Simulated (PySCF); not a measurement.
Energy of Rh⁻ (rhodium, charge -1) between two integer charges

The 5s beta orbital of [Kr] 4d8 5s2 is emptied in steps (occupation f), with all orbitals relaxed, ending at [Kr] 4d8 5s1. Calculation: PySCF 2.14, in def2-TZVPPD with the def2 core potential (28 electrons) (6s4p3d2f1g, 56 functions); scalar relativity through the core potential. The exact energy is a straight line in f; departures are measured from the line between the end points of the same method.

| f | PBE0 (eV) | r2SCAN (eV) | LC-wPBE (eV) |
| --- | --- | --- | --- |
| 1 | 0.000 | 0.000 | 0.000 |
| 0.9 | -0.154 | -0.194 | 0.021 |
| 0.7 | -0.362 | -0.454 | 0.049 |
| 0.5 | -0.434 | -0.541 | 0.057 |
| 0.3 | -0.366 | -0.456 | 0.046 |
| 0.1 | -0.157 | -0.194 | 0.019 |
| 0 | 0.000 | 0.000 | 0.000 |

**Question.** For LC-wPBE, how does the orbital energy at f = 1 compare with the removal energy?

**Answer.** −ε = 0.704 eV against a total-energy difference of 0.472 eV. By Janak's theorem ε = ∂E/∂f, so the gap between them reflects the curvature. Along the path −ε is 0.657 (f = 0.9), 0.562 (f = 0.7), 0.463 (f = 0.5), 0.374 (f = 0.3), 0.304 (f = 0.1) eV.

```tsv
method	E(f=0) − E(f=1) (eV)	−ε at f=1 (eV)	−ε at f=0.5 (eV)
PBE0	0.758	-0.954	0.744
r2SCAN	0.855	-1.307	0.846
LC-wPBE	0.472	0.704	0.463
```

At f = 1 the orbital energy is positive for PBE0, r2SCAN: only the finite basis holds the electron.

Reference removal energy between the ground levels: 1.143 eV (measured; photodetachment measurements, as compiled on the Wikipedia data page of electron affinities). The calculation has no spin-orbit coupling.
